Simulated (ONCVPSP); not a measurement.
Before and after: ONCV potential for Zn (Z = 30)

- Element: Zn
- Generator: ONCVPSP 4.0.1
- Type: optimised norm-conserving Vanderbilt (ONCV)
- Functional: PBEsol
- Relativity: scalar-relativistic
- Frozen core: [Ne] 3s2
- Valence charge: 18
- Reference configuration: 3p6 3d10 4s2
- Partial waves: 4s: rc 1.95 bohr, ncon 4, nbas 8, qcut 3.9 1/bohr, 2 projectors, debl 2.4 Ha; 3p: rc 0.80 bohr, ncon 3, nbas 6, qcut 18.8 1/bohr, 2 projectors, debl 2.2 Ha; 3d: rc 1.10 bohr, ncon 4, nbas 9, qcut 16.4 1/bohr, 1 projector
- Local potential: polynomial inside 0.50 bohr (lpopt 3, dvloc0 6 Ha)
- Core correction: Teter function, fcfact 2.25, rcfact 1.75

In the p channel the program set the typed energies aside and used -3.060, 0.250 Ha.

All-electron outer shells of the reference configuration (PBEsol, scalar-relativistic, ld1.x):

```json
{"shell": "3s", "level (eV)": "-128.92", "outermost node (bohr)": "0.28", "outermost maximum (bohr)": "0.59"}
{"shell": "3p", "level (eV)": "-83.26", "outermost node (bohr)": "0.25", "outermost maximum (bohr)": "0.59"}
{"shell": "3d", "level (eV)": "-10.17", "outermost node (bohr)": "–", "outermost maximum (bohr)": "0.56"}
{"shell": "4s", "level (eV)": "-6.00", "outermost node (bohr)": "0.85", "outermost maximum (bohr)": "2.09"}
```

Change: s: qcut 2.6; p: qcut 12.5; d: qcut 10.9.

Cutoffs: the cutoffs (Ha) at which the residual kinetic energy of the hardest occupied pseudo-wave falls to 1 and 0.1 mHa per electron; they do not see the model core or the augmentation charge, which bear on the density cutoff. Errors are all-electron minus pseudo energies relative to the spin-unpolarised reference configuration.

What does the change do?

The potential gets neither clearly harder nor softer (108 Ha and 133 Ha → 98 Ha and 249 Ha); both files keep a bound ghost (s); of the 4 tests that both files solve, the error grows in 0 and shrinks in 4 by more than 15 % and 0.3 meV (median size 38.8 → 17.2 meV).

```tsv
quantity	base	changed
cutoff, loose	108 Ha	98 Ha
cutoff, tight	133 Ha	249 Ha
loose cutoff by channel	s 6.2 Ha, p 108 Ha, d 94 Ha	s 21 Ha, p 47 Ha, d 98 Ha
bound ghosts	s	s
GHOST(+) flags under 300 eV	none	none
error for 3p6 3d10 4s1, meV [ΔE 9.90 eV]	-7.7	-4.5
error for 3p6 3d10 4s0, meV [ΔE 28.25 eV]	-43	-24
error for 3p6 3d9 4s0, meV [ΔE 68.76 eV]	+65	-11
error for 3p6 3d10 4s0 4p1, meV [ΔE 16.26 eV]	-34	-23
s: phases at 1.98 bohr within 0.05 rad from the reference energy up to (Ha; the scan ends near 5)	4.0	3.9
p: phases at 0.81 bohr within 0.05 rad from the reference energy up to (Ha; the scan ends near 5)	to the end of the scan	to the end of the scan
d: phases at 1.12 bohr within 0.05 rad from the reference energy up to (Ha; the scan ends near 5)	3.4	2.5
rms error of d²Exc/dni dnj with the model core, mHa	1.72	1.45
```

 A true bound ghost makes a file unfit for plane-wave use even where its test errors are small: the radial tests pick states by their node count and pass the ghost by.
